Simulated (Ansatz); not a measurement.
The cluster Au₄F₃. Total charge 0; doublet. Geometry PBE-D4/def2-SVP; atoms count from 1.

```xyz
7

Au    0.025    0.969   -1.654
Au   -1.811   -0.916   -0.819
Au   -0.746   -1.423    1.485
Au    1.384    0.320    1.287
F     1.604    1.467   -0.418
F    -1.542    0.418   -2.784
F     1.086   -0.835    2.903
```

In the def2 sets Au takes a core potential; there is no spin–orbit coupling. No other spin state of charge 0 was run. The structure comes from a short search, and lower isomers may exist.

**Question.** Estimate the Mulliken populations from the PBE0/def2-TZVP orbitals of Ansatz.

**Answer.** 
```json
{"atom": "Au1", "charge (e)": "0.54", "spin (α − β)": "0.10", "d electrons": "9.55"}
{"atom": "Au2", "charge (e)": "0.22", "spin (α − β)": "0.36", "d electrons": "9.84"}
{"atom": "Au3", "charge (e)": "0.22", "spin (α − β)": "0.36", "d electrons": "9.84"}
{"atom": "Au4", "charge (e)": "0.54", "spin (α − β)": "0.10", "d electrons": "9.55"}
{"atom": "F5", "charge (e)": "-0.51", "spin (α − β)": "0.03", "d electrons": "–"}
{"atom": "F6", "charge (e)": "-0.51", "spin (α − β)": "0.03", "d electrons": "–"}
{"atom": "F7", "charge (e)": "-0.51", "spin (α − β)": "0.03", "d electrons": "–"}
```
Mulliken values and Mayer orders depend strongly on the basis.

**Question.** Where does the spin sit?

**Answer.** Summed by element: Au 0.91, F 0.09, of 1 unpaired in all. Largest on single atoms: Au3 0.36, Au2 0.36, Au4 0.10.

**Question.** And the Mayer bond orders between bonded heavy atoms (over 0.3)?

**Answer.** Au1–F5 0.38 (2.07 Å); Au1–F6 0.55 (2.01 Å); Au2–Au3 0.74 (2.59 Å); Au4–F5 0.38 (2.07 Å); Au4–F7 0.55 (2.01 Å).
